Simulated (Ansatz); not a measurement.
Program: Ansatz. Geometries: PBE0-D4/def2-TZVP. ΔE: electronic, gas phase. CCSD(T)/CBS adds triple-zeta CCSD(T) − MP2 to the extrapolated MP2 energy (def2 sets, frozen cores). Functionals use def2-TZVPP. B3LYP here is the variant with VWN-RPA as its local correlation; programs differ in this. One conformer a species, not always the lowest.

Consider the ligand exchange at the Si–C bond: `CC1([SiH3])BC1` + `O[Si]1(Cl)CO1` → `[SiH3]O[Si]1(Cl)CO1` + `CC1BC1`.

```json
{"level": "PBE-D4", "ΔE (kcal/mol)": "-17.4", "difference from CCSD(T)/CBS": "3.5"}
{"level": "r2SCAN-D4", "ΔE (kcal/mol)": "-20.3", "difference from CCSD(T)/CBS": "0.6"}
{"level": "PBE0-D4", "ΔE (kcal/mol)": "-19.0", "difference from CCSD(T)/CBS": "1.9"}
{"level": "B3LYP-D4", "ΔE (kcal/mol)": "-22.1", "difference from CCSD(T)/CBS": "-1.2"}
{"level": "ωB97X-V", "ΔE (kcal/mol)": "-21.3", "difference from CCSD(T)/CBS": "-0.4"}
{"level": "ωB97M-V", "ΔE (kcal/mol)": "-20.7", "difference from CCSD(T)/CBS": "0.2"}
{"level": "B2PLYP", "ΔE (kcal/mol)": "-22.4", "difference from CCSD(T)/CBS": "-1.5"}
{"level": "PBE", "ΔE (kcal/mol)": "-18.0", "difference from CCSD(T)/CBS": "2.9"}
{"level": "r2SCAN", "ΔE (kcal/mol)": "-20.5", "difference from CCSD(T)/CBS": "0.4"}
{"level": "PBE0", "ΔE (kcal/mol)": "-19.5", "difference from CCSD(T)/CBS": "1.4"}
{"level": "B3LYP", "ΔE (kcal/mol)": "-23.1", "difference from CCSD(T)/CBS": "-2.2"}
{"level": "HF/def2-TZVPP", "ΔE (kcal/mol)": "-28.3", "difference from CCSD(T)/CBS": "-7.4"}
{"level": "MP2/def2-TZVPP", "ΔE (kcal/mol)": "-20.1", "difference from CCSD(T)/CBS": "0.8"}
{"level": "SCS-MP2/def2-TZVPP", "ΔE (kcal/mol)": "-21.9", "difference from CCSD(T)/CBS": "-1.0"}
{"level": "CCSD/def2-TZVPP", "ΔE (kcal/mol)": "-22.0", "difference from CCSD(T)/CBS": "-1.1"}
{"level": "CCSD(T)/def2-TZVPP", "ΔE (kcal/mol)": "-20.7", "difference from CCSD(T)/CBS": "0.2"}
{"level": "HF/def2-QZVPP", "ΔE (kcal/mol)": "-28.9", "difference from CCSD(T)/CBS": "-8.0"}
{"level": "MP2/def2-QZVPP", "ΔE (kcal/mol)": "-20.4", "difference from CCSD(T)/CBS": "0.5"}
{"level": "SCS-MP2/def2-QZVPP", "ΔE (kcal/mol)": "-22.2", "difference from CCSD(T)/CBS": "-1.3"}
{"level": "HF/CBS(def2)", "ΔE (kcal/mol)": "-28.9", "difference from CCSD(T)/CBS": "-8.0"}
{"level": "MP2/CBS(def2)", "ΔE (kcal/mol)": "-20.3", "difference from CCSD(T)/CBS": "0.6"}
{"level": "CCSD/CBS(def2)", "ΔE (kcal/mol)": "-22.2", "difference from CCSD(T)/CBS": "-1.3"}
{"level": "CCSD(T)/CBS", "ΔE (kcal/mol)": "-20.9", "difference from CCSD(T)/CBS": "0"}
```

Largest T1 diagnostic among the species: 0.012.

In def2-TZVPP, CCSD(T) changes the Hartree–Fock value by +7.7 kcal/mol (the triples alone add +1.3 kcal/mol) and MP2 by +8.2 kcal/mol. The D4 term adds +1.0 kcal/mol with B3LYP and +0.5 kcal/mol with PBE0; it sums over pairs of atoms, weighted by their polarisabilities, and B3LYP, whose exchange is more repulsive, gets the larger term. From PBE to PBE0 (25 % exact exchange), in def2-TZVPP and without D4, ΔE moves by −1.5 kcal/mol.
